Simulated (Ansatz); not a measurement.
`O=CB[SiH3]` + HCl → `O=CBCl` + SiH₄ at 500 K and 1 bar (cleavage of the B–Si bond).

Gas-phase electronic energies from Ansatz, PBE0-D4/def2-TZVP geometries. CBS: MP2 limit from def2 TZ/QZ plus the TZ coupled-cluster correction, frozen cores. This one scheme is used for every species. One conformer a species, not always the lowest.

```csv
species,CCSD(T)/CBS energy (Eh),H − E (kJ/mol),S (J/(mol·K))
`O=CB[SiH3]`,-430.03905,185.6,385.3
HCl,-460.38127,32.5,201.9
`O=CBCl`,-598.99716,114.0,343.1
SiH₄,-291.46306,102.4,230.9
```

H − E and S are ideal-gas, rigid-rotor, harmonic terms from PBE0-D4/def2-TZVP, for one conformer and one mirror image of each species. 1 Eh = 2625.50 kJ/mol, R = 8.31446 J/(mol·K).

Q: By hand: ΔE, ΔH, ΔS and ΔG.

A: ΔE = (-598.99716) + (-291.46306) − (-430.03905) − (-460.38127) = -0.03990 Eh = -104.8 kJ/mol. Δ(H − E) = 114.0 + 102.4 − 185.6 − 32.5 = -1.7, so ΔH = -106.5 kJ/mol. ΔS = 343.1 + 230.9 − 385.3 − 201.9 = -13.2 J/(mol·K). ΔG = -106.5 − 500 × (-13.2)/1000 = -99.9 kJ/mol.

Q: By hand: the equilibrium constant, and the temperature at which ΔG would vanish if ΔH and ΔS stayed fixed.

A: log₁₀ K = −ΔG/(RT ln 10) = 10.4. ΔG = 0 at ΔH/ΔS = 8068 K, far beyond where these terms or the molecules hold.

The number of gas molecules stays the same, so ΔS is small and ΔH decides. A doubt of 5 kJ/mol in ΔE shifts log₁₀ K by 0.5 here. Other conformers and mirror images would add mixing entropy, several J/(mol·K) or more a flexible species. Modes under 60 cm⁻¹, often nearly free rotors, make the harmonic entropy too high. These are equilibria of isolated gas molecules and say nothing of rates. Largest T1 diagnostic: 0.021 (customary marks: 0.02 for closed shells, 0.045 for open ones).
